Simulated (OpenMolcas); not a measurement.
Mn3+: ligand-field states by method

Mn3+ with its 6 nearest fluoride ions at 1.804 Å, on the Ge site of Cs2GeF6 (a = 9.021 Å, distance in the model lattice 1.804 Å). The rest of the host is ab initio model potentials to 7.6 Å and point charges beyond; the distance is set by hand and nothing relaxes, and no local charge compensation is placed. Ligand basis ANO-RCC-VDZP.

| Quantity | Value |
| --- | --- |
| Program | OpenMolcas 26.06 |
| Basis | ANO-RCC-VTZP [6s5p3d2f1g] |
| Scalar Hamiltonian | DKH2, point nucleus |
| Active space | 4 electrons in 5 orbitals (3d) |
| State averaging | 2S+1 = 5 even, 5 roots; 2S+1 = 3 even, 45 roots; 2S+1 = 1 even, 50 roots |
| Spin-orbit coupling | state interaction with AMFI integrals over the reference wave functions |

I. CASSCF
II. SS-CASPT2, IPEA 0.25 Eh, imaginary shift 0.1 Eh (closed shells correlated: 3s 3p and the ligand valence shells)
III. SS-CASPT2, IPEA 0 Eh, imaginary shift 0.1 Eh (closed shells correlated: 3s 3p and the ligand valence shells)

Spin-free states (labels of O, the rotations of Oh) in cm-1, each column counted from its own energy of the first state listed:

```csv
State,Degeneracy,I,II,III
5E,2,0,0,0
3T1,3,7633,1630,2850
5T2,3,17948,20450,20440
1T2,3,19388,10040,11150
1E,2,20888,11700,12780
3E,2,22253,17250,16650
3T1,3,23477,17580,16950
3T2,3,24489,18370,17680
3A1,1,26912,20080,19110
3A2,1,27091,20570,19320
1A1,1,28489,17200,16890
3E,2,31087,23560,22440
1A2,1,33708,25880,24960
1T2,3,33725,25550,24990
1T1,3,36159,27350,26380
3T1,3,37302,32180,31000
3T2,3,39658,35250,34340
1E,2,39848,29630,28520
3T1,3,40974,39430,39940
3T2,3,45450,37510,36070
```

From I to II, I's first state of the same spin (5T2) moves from 17948 to 20450 cm-1, by about +2500 cm-1.

From I to II, I's first state of another spin (3T1) moves from 7633 to 1630 cm-1, by about -6000 cm-1.

I: A least-squares ligand-field fit to the states below 45000 cm-1, each weighted by its degeneracy and with a free common offset, gives 10Dq = 17884 cm-1, B = 1101 cm-1 and C = 4203 cm-1 (C/B = 3.82), with an rms deviation of 90 cm-1. The same method and metal basis give the free ion B = 1217 cm-1 (fit to its terms below 60000 cm-1, rms deviation 43 cm-1), so the nephelauxetic ratio is β = 1101 / 1217 = 0.90; it hangs on how both fits weigh the states, and computed free-ion B values tend to be too large, so β mixes covalency with correlation.

χT at 300 K: I 2.96, II 2.88, III 2.94 cm3 K/mol.

Roots that are degenerate in the reference are averaged as groups; the widest CASPT2 spread within a group is 1200 cm-1 (the 3-fold group of multiplicity 1 near 84800 cm-1 above the lowest state of its run, III). Shifts and gaps below about the spread of the groups concerned are not significant. Over all roots computed the reference weight is 0.71 to 0.73 in II, 0.70 to 0.73 in III; a low but even weight reflects the number of correlated electrons. An orbital doublet at a regular site is open to a Jahn-Teller distortion, which this geometry leaves out. This shell can be high or low spin here, a state of another spin lies low, and with metal d orbitals alone active their balance is uncertain, so the ground spin may be wrong. Ligand-to-metal charge-transfer states are missing. With no ligand orbital active B as a rule stays too high, so bands that hang on it stand too high and its fall with covalency is understated. Without dynamic correlation the repulsion within the d shell is too large (B by tens of per cent), so at a given field states of lower spin stand too high (holds for I). With metal d orbitals alone and no dynamic correlation 10Dq can be off by a tenth to a fifth, either way, in oxide and fluoride hosts (holds for I). These CASPT2 states fit no ligand-field parameters well, so their order and spin gaps are uncertain (holds for II; III). With one d shell and no ligand orbital active, 10Dq can be off by a tenth or more (holds for II; III). The distance lies 5 % under the 1.902 Å that this model takes as the normal distance (a Shannon-type radius plus a fixed donor radius, weighted with the host); by an R⁻⁵ law this alone changes a d-shell field by about +30 %. No measured value stands beside these numbers; the geometry was set by hand and not optimised.
